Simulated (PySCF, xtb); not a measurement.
C3H9NSi2, SMILES C#C[Si@@H](C)N[SiH3]. One conformer was computed; it need not be the lowest.

Harmonic wavenumbers (cm⁻¹) from GFN2-xTB (xtb) at its own minimum, in rising order: 23, 67, 106, 119, 139, 149, 231, 280, 314, 348, 560, 576, 608, 630, 640, 679, 684, 722, 767, 781, 801, 821, 830, 844, 985, 1207, 1374, 1488, 1490, 2179, 2205, 2206, 2246, 2253, 3042, 3044, 3046, 3347, 3474.

What does PBE-D3(BJ)/def2-SVP in PySCF give at its own minimum? (The exact figures need the calculation; the answer reports its results.)

25, 54, 113, 131, 154, 186, 246, 337, 351, 376, 551, 611, 645, 683, 690, 692, 699, 741, 779, 848, 861, 891, 910, 926, 965, 1151, 1215, 1376, 1382, 2077, 2136, 2152, 2168, 2180, 2980, 3083, 3087, 3389, 3504. Paired by order, the mean absolute difference is 48 cm⁻¹ and the zero-point energies are 64.8 and 64.8 kcal/mol.
